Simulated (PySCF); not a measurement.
Some computed properties have been withheld. Give your best values.

C₄H₁₀NPSi.
Bonds: C1–C2 (triple), C2–C3, C3–N4, N4–C5, N4–Si6, Si6–P7. Hydrogens: H8 on C1; H9, H10 on C3; H11, H12, H13 on C5; H14, H15 on Si6; H16, H17 on P7.

Conformer (atom-mapped SMILES and torsion angles): `[CH:1]#[C:2][CH2:3][N:4]([CH3:5])[SiH2:6][PH2:7]`: C2–C3–N4–C5 70°, C3–N4–Si6–P7 -172°, H–P7–Si6–N4 170°, H–P7–Si6–N4 -97°.

```json
{"property": "point group of the GFN2-xTB geometry", "level": "GFN2-xTB", "value": "C1"}
{"property": "rotational constants A, B, C of the GFN2-xTB geometry", "level": "GFN2-xTB", "value": "?"}
{"property": "dipole moment", "level": "PBE0/def2-SVPD", "value": "?"}
{"property": "HOMO energy", "level": "PBE0/def2-SVPD", "value": "-6.69 eV"}
{"property": "LUMO energy", "level": "PBE0/def2-SVPD", "value": "?"}
{"property": "lowest singlet excitation", "level": "TDDFT PBE0/def2-SVPD", "value": "?"}
{"property": "strongest line among the 6 lowest singlet transitions", "level": "TDDFT PBE0/def2-SVPD", "value": "S4 at 6.27 eV (198 nm, f = 0.034)"}
{"property": "lowest triplet excitation (Tamm–Dancoff)", "level": "TDA PBE0/def2-SVPD", "value": "5.30 eV"}
{"property": "static isotropic polarisability", "level": "PBE0/def2-SVPD", "value": "?"}
{"property": "electronic spatial extent ⟨r²⟩ about the centre of nuclear charge", "level": "PBE0/def2-SVPD", "value": "1458 bohr²"}
{"property": "13C chemical shifts (computed TMS as zero) by class", "level": "GIAO PBE0/pcSseg-1", "value": "?"}
{"property": "1H chemical shifts (computed TMS as zero) by class", "level": "GIAO PBE0/pcSseg-1", "value": "?"}
{"property": "isotropic shieldings of nuclei other than C and H, by class", "level": "GIAO PBE0/pcSseg-1", "value": "243 (N4), 379 (Si6), 619 (P7) ppm"}
```

Electronic properties: PySCF, gas phase, density fitting. NMR classes are plain means over equivalent atoms (diastereotopic ones count apart unless rotation or inversion swaps them), as if these changed places fast; in this geometry the members of some classes differ.

(1) What is the static isotropic polarisability?

(2) Give the lowest singlet excitation.

(3) Give the 1H chemical shifts (computed TMS as zero) by class.

(4) Give the rotational constants A, B, C of the GFN2-xTB geometry.

(5) Give the LUMO energy.

(6) The 13C chemical shifts (computed TMS as zero) by class?

(7) The dipole moment?

Answers

(1) 107.1 au.

(2) 5.63 eV (220 nm, f = 0.001).

(3) 5.28 (H14/H15), 3.69 (H9/H10), 2.65 (H11/H12/H13), 1.68 (H8), 1.04 (H16/H17) ppm.

(4) 3.926, 0.860, 0.811 GHz.

(5) 0.20 eV.

(6) 85.6 (C2), 78.5 (C1), 44.6 (C3), 37.7 (C5) ppm.

(7) 0.66 D.

In wavenumbers S1 is 45400 cm⁻¹ (1 eV = 8065.54 cm⁻¹). The largest Löwdin shares of the HOMO are 0.53 on N4, 0.09 on Si6, 0.09 on C5 and 0.06 on H15. The principal polarisabilities are 94.0, 95.9 and 131.5 au; their mean is the isotropic value. The rotational constants make it an asymmetric top with κ = (2B − A − C)/(A − C) = -0.97, nearer the prolate limit (−1). The polarisability is 15.87 Å³ as a volume (1 au = 0.148185 Å³), or 1.53 au for each of the 70 electrons.

For the TDDFT job (PBE0/def2-SVPD), the run took 46 s on Arm Neoverse V1, one thread, no GPU, shared host, and the process peaked at 0.90 GiB of memory.

One conformer stands for the species.
